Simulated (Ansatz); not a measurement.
`N[Si](N)(F)Cl` and `N[Si](N)(O)Cl` differ in one atom or group.

Ansatz, PBE0-D4/def2-TZVP geometries, multiplicity 1. Each molecule was computed in one conformer, which needn't be the lowest.

```json
{"property": "HOMO–LUMO gap (ωB97M-V/def2-TZVPP) / eV", "`N[Si](N)(F)Cl`": "12.50"}
{"property": "LUMO energy (PBE/def2-TZVPP) / eV", "`N[Si](N)(F)Cl`": "-0.17"}
{"property": "HOMO–LUMO gap (PBE0/def2-TZVPP) / eV", "`N[Si](N)(F)Cl`": "8.72"}
{"property": "HOMO energy (B3LYP/def2-TZVPP) / eV", "`N[Si](N)(F)Cl`": "-7.77"}
{"property": "HOMO energy (ωB97M-V/def2-TZVPP) / eV", "`N[Si](N)(F)Cl`": "-10.40"}
{"property": "HOMO energy (PBE/def2-TZVPP) / eV", "`N[Si](N)(F)Cl`": "-6.55"}
```

Task: Give the same properties after the change, and the shifts. (An estimate is asked.)

Result: The calculation gave: 
| property | `N[Si](N)(O)Cl` | shift |
| --- | --- | --- |
| HOMO–LUMO gap (ωB97M-V/def2-TZVPP) / eV | 12.26 | -0.24 |
| LUMO energy (PBE/def2-TZVPP) / eV | -0.12 | 0.05 |
| HOMO–LUMO gap (PBE0/def2-TZVPP) / eV | 8.46 | -0.26 |
| HOMO energy (B3LYP/def2-TZVPP) / eV | -7.47 | 0.30 |
| HOMO energy (ωB97M-V/def2-TZVPP) / eV | -10.11 | 0.29 |
| HOMO energy (PBE/def2-TZVPP) / eV | -6.24 | 0.31 |

With PBE0 the HOMO rises by 0.31 eV and the LUMO rises by 0.05 eV, so the gap narrows by about 0.26 eV. PBE moves the HOMO by 0.31 eV and ωB97M-V by 0.29 eV. The zero-point energy changes by 29.9 kJ/mol with +3 modes.

B3LYP here is the variant with VWN-RPA as its local correlation; programs differ in this.
